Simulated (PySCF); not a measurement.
# Magnetic susceptibility: SMILES C=CB([SiH3])O[SiH3], C₂H₉BOSi₂

Geometry (Å), atoms numbered from 1 in this order:
```xyz
15

C    -2.2952   -1.3895    0.3331
C    -0.9675   -1.3727    0.3960
B    -0.0784   -0.1285    0.0359
Si   -0.8690    1.5860   -0.5608
O     1.2351   -0.2817    0.1510
Si    2.8098    0.0385    0.1295
H    -2.8506   -0.5198    0.0173
H    -2.8852   -2.2571    0.5886
H    -0.4679   -2.2816    0.7195
H    -1.7931    2.1922    0.4123
H     0.1246    2.6361   -0.8363
H    -1.6532    1.4770   -1.8024
H     3.0812    1.4132   -0.3008
H     3.3655   -0.9293   -0.8155
H     3.2396   -0.1748    1.5106
```

The calculation used PySCF, GIAO wB97X-D/pcSseg-1 magnetisability, rotational g tensor and spin-rotation constants, non-relativistic, gas phase. Geometry: GFN2-xTB.

Q: How diamagnetic is it, and how anisotropic?

A: Isotropic -1027 × 10⁻³⁰ J/T², or -61.9 × 10⁻⁶ cm³/mol; principal values -1180, -975, -927 × 10⁻³⁰ J/T², anisotropy 233 × 10⁻³⁰ J/T² (root of half the summed squared differences of the principal values). The susceptibility is in cgs units.

Q: Split it along the inertial axes a, b, c into diamagnetic and paramagnetic parts about the centre of mass, with the quadrupole moment.

A: 
```
axis  χ (10⁻⁶ cm³/mol)  diamagnetic (10⁻⁶ cm³/mol)  paramagnetic (10⁻⁶ cm³/mol)  summed x² of all electrons (Å²)  quadrupole Θ (D Å)
   a             -58.2                      -521.3                        463.1                            230.7               +7.09
   b             -56.3                     -1052.1                        995.8                            105.6               -4.29
   c             -71.1                     -1426.8                       1355.7                             17.3               -2.80
```
Anisotropies 2χaa − χbb − χcc = +10.9 and 2χbb − χaa − χcc = +16.7 × 10⁻⁶ cm³/mol. Θ is traceless in Buckingham's convention.

Q: And the rotational g tensor?

A: 
| axis | rotational constant (GHz) | g | nuclear part | electronic part |
| --- | --- | --- | --- | --- |
| a | 3.0746 | -0.0590 | 0.6099 | -0.6689 |
| b | 1.2884 | -0.0218 | 0.5809 | -0.6028 |
| c | 0.9271 | -0.0096 | 0.5808 | -0.5905 |

Asymmetric top; isotopes 11B, 12C, 1H, 16O, 28Si; no vibrational averaging.
